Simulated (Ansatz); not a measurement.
BO+, closed-shell singlet (lowest of 2S+1 = 1, 3, 5 at CCSD(T)/def2-TZVPP on PBE0 minima; our sources give no spin for the ground state, which may be another), most abundant isotopes (11.0093 and 15.9949 u). Constants from fifth-degree fits in 1/R to seven points on the lowest solution found; no spin–orbit coupling, no relativity up to Kr; ω_e x_e and α_e move by some per cent with the fit.

Correlated levels freeze the cores. CBS(a, b) extrapolates the correlation energy as X⁻³ and adds the Hartree–Fock energy of set b.

Codes used: Ansatz (a program for electronic structure) with Gaussian orbitals. Values without a source in brackets are computed.

```
level                                  r_e (Å)  ω_e (cm⁻¹)  ω_e x_e (cm⁻¹)  α_e (cm⁻¹)
-------------------------------------  -------  ----------  --------------  ----------
PBE/def2-TZVPP                          1.2051      1862.9            12.2      0.0171
CCSD(T)/CBS(aug-cc-pVQZ, aug-cc-pV5Z)   1.2054      1805.2            12.1      0.0189
```

Q: Derive the rotational constants, the centrifugal constant, the fundamental, the zero-point energy and the force constant.

A: 
μ = 6.52094 u.
- PBE/def2-TZVPP: B_e = 16.8576/(μ r_e²) = 1.7802 cm⁻¹; B₀ = B_e − α_e/2 = 1.7717 cm⁻¹; D = 4B_e³/ω_e² = 6.50e-06 cm⁻¹; fundamental ω_e − 2ω_e x_e = 1838 cm⁻¹; zero-point energy ω_e/2 − ω_e x_e/4 = 928 cm⁻¹; k = μ(2πcω_e)² = 1330 N/m; the line J = 1 ← 0 at 2B₀ = 106.2 GHz
- CCSD(T)/CBS(aug-cc-pVQZ, aug-cc-pV5Z): B_e = 16.8576/(μ r_e²) = 1.7793 cm⁻¹; B₀ = B_e − α_e/2 = 1.7698 cm⁻¹; D = 4B_e³/ω_e² = 6.91e-06 cm⁻¹; fundamental ω_e − 2ω_e x_e = 1781 cm⁻¹; zero-point energy ω_e/2 − ω_e x_e/4 = 900 cm⁻¹; k = μ(2πcω_e)² = 1250 N/m; the line J = 1 ← 0 at 2B₀ = 106.1 GHz

Doubts at one or more of the structures used: T1 above 0.05 (CCSD(T)/CBS(aug-cc-pVQZ, aug-cc-pV5Z)).
